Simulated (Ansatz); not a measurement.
Consider the silylene loss: `[SiH3][SiH2][GeH2][SiH3]` → `[SiH3][SiH2][GeH3]` + `[SiH2]`.

Gas-phase electronic energies from Ansatz, PBE0-D4/def2-TZVP geometries. CCSD(T)/CBS adds triple-zeta CCSD(T) − MP2 to the extrapolated MP2 energy (def2 sets, frozen cores). This one scheme is used for every species. Functionals use def2-TZVPP. HSE06 is defined as in plane-wave codes. For Ge outer-core shells are correlated without core-valence functions, which leaves a few kJ/mol of doubt a bond. Scalar relativity is left out up to krypton. Each species was taken in one conformer, which may not be the lowest.

`[SiH3][SiH2][GeH2][SiH3]`:

Cartesian coordinates in Å:
```
Si -1.092 -1.187 -1.770
Si -0.377 -1.544 0.427
Ge -0.089 0.552 1.519
Si 1.448 1.910 0.311
H -0.059 -0.410 -2.508
H -1.325 -2.470 -2.484
H -2.357 -0.404 -1.765
H -1.370 -2.377 1.161
H 0.924 -2.269 0.418
H 0.414 0.343 2.961
H -1.450 1.270 1.599
H 2.745 1.197 0.171
H 1.683 3.203 1.006
H 0.906 2.185 -1.046
```

`[SiH3][SiH2][GeH3]`:

```xyz
11

Si   -0.991    0.330    1.670
Si    0.135    0.937   -0.286
Ge    0.884   -1.001   -1.446
H    -1.470    1.526    2.413
H    -0.081   -0.449    2.552
H    -2.163   -0.522    1.329
H     1.307    1.793    0.051
H    -0.772    1.720   -1.170
H    -0.313   -1.893   -1.816
H     1.836   -1.817   -0.557
H     1.628   -0.625   -2.739
```

`[SiH2]`:

Z-matrix (Å, degrees):
```
Si
H 1 1.525
H 1 1.525 2 91.2
```

Question: Is it downhill or uphill in electronic energy at CCSD(T)/CBS, and by how much? (Estimate.)

Answer: Computed: Uphill: ΔE = +62.3 kcal/mol.

Question: What do these levels give: BLYP-D4, BHLYP-D4, r2SCAN0, HSE06, BHLYP, LC-ωPBE, RPA@PBE/def2-TZVPP, CCSD(T)/def2-SVP, CCSD/def2-TZVPP, CCSD(T)/def2-TZVPP, HF/def2-QZVPP, HF/CBS(def2)? (Estimate.)

Answer: Computed: BLYP-D4 59.1, BHLYP-D4 63.0, r2SCAN0 66.7, HSE06 64.1, BHLYP 59.4, LC-ωPBE 65.6, RPA@PBE/def2-TZVPP 55.8, CCSD(T)/def2-SVP 57.6, CCSD/def2-TZVPP 59.0, CCSD(T)/def2-TZVPP 60.4, HF/def2-QZVPP 54.8, HF/CBS(def2) 54.8 kcal/mol.

Largest T1 diagnostic among the species: 0.014.

The D4 term adds +3.8 kcal/mol with B3LYP and +2.1 kcal/mol with PBE0; it sums over pairs of atoms, weighted by their polarisabilities, and B3LYP, whose exchange is more repulsive, gets the larger term. Leaving LDA and LC-ωPBE aside and taking each functional with its dispersion term where it has one, the values, not all of them listed here, spread over 8.5 kcal/mol, from BLYP-D4 to r2SCAN0-D4. LDA lies +7.5 kcal/mol from PBE without D4. In def2-TZVPP, CCSD(T) changes the Hartree–Fock value by +5.5 kcal/mol (the triples alone add +1.4 kcal/mol) and MP2 by +9.9 kcal/mol.

B3LYP here is the variant with VWN-RPA as its local correlation; programs differ in this.
